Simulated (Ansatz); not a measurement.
Complex (SMILES): C#N (CH-N) with [H][H] (H2), atoms 1 to 3 the first; geometry from B3LYP-D3(BJ)/def2-TZVP, monomers rigid:
```xyz
5

C      0.0824     0.0127    -0.2975
N     -0.1799    -0.1015     0.8121
H      0.3266     0.1188    -1.3306
H     -0.9999    -0.4792     4.2527
H     -0.8279    -0.3991     3.5322
```

Interaction energy at PBE with Ansatz (an electronic-structure program), kcal/mol, without and with the counterpoise correction (monomers among the partner's ghost functions). Cartesian d functions, on some or all atoms, in 6-31+G*; all else is spherical. The program fits the integrals of some runs and decomposes those of others, by size. No added dispersion term, no relativity. Reference, counterpoise-corrected: the value in aug-pcseg-3, -0.49.

```
basis            functions  uncorrected
---------------  ---------  -----------
pcseg-0                 24        -1.23
def2-SVP                43        -1.19
pcseg-1                 43        -0.83
6-31+G*                 44        -0.46
aug-cc-pVDZ             73        -0.65
6-311++G(2d,2p)         84        -0.51
def2-TZVPP             104        -0.57
def2-TZVPPD            125        -0.52
```

### Question
How large is the counterpoise correction in each set?

### Answer
pcseg-0 0.69, def2-SVP 0.65, pcseg-1 0.31, 6-31+G* 0.14, aug-cc-pVDZ 0.20, 6-311++G(2d,2p) 0.04, def2-TZVPP 0.07, def2-TZVPPD 0.04 kcal/mol. The corrected value lies nearer the reference in 7 of 8 rows.
